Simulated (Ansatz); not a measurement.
Cartesian coordinates in Å:
```
Si 1.772 -0.481 -1.020
Ge 0.177 -0.481 0.727
C -1.132 1.102 0.568
Al -2.175 -0.518 0.442
H 2.423 -1.810 -1.164
H 1.057 -0.166 -2.288
H 2.831 0.545 -0.814
H 0.819 -0.544 2.126
H -1.180 1.744 1.449
H -0.955 1.713 -0.318
H -3.636 -1.103 0.293
```

The species carries charge 0 and has multiplicity 1.

Q: List the r2SCAN/def2-TZVPP orbital energies in eV (the Gaussian-basis code of Ansatz). (Estimate.)

A: The calculation gave: Occupied: -10833.58, -1790.90, -1517.44, -1348.72, -1198.76, -1198.76, -1198.75, -272.55, -166.86, -141.37, -116.57, -116.54, -116.52, -110.93, -96.24, -96.22, -96.22, -71.30, -71.08, -71.00, -29.85, -29.83, -29.80, -29.76, -29.75, -17.41, -14.09, -12.45, -10.37, -10.16, -8.98, -8.77, -8.66, -7.49, -6.18, -5.35. Lowest empty: -2.40, -1.33, -0.40, 0.22, 0.49, 0.87, 1.25, 1.47.
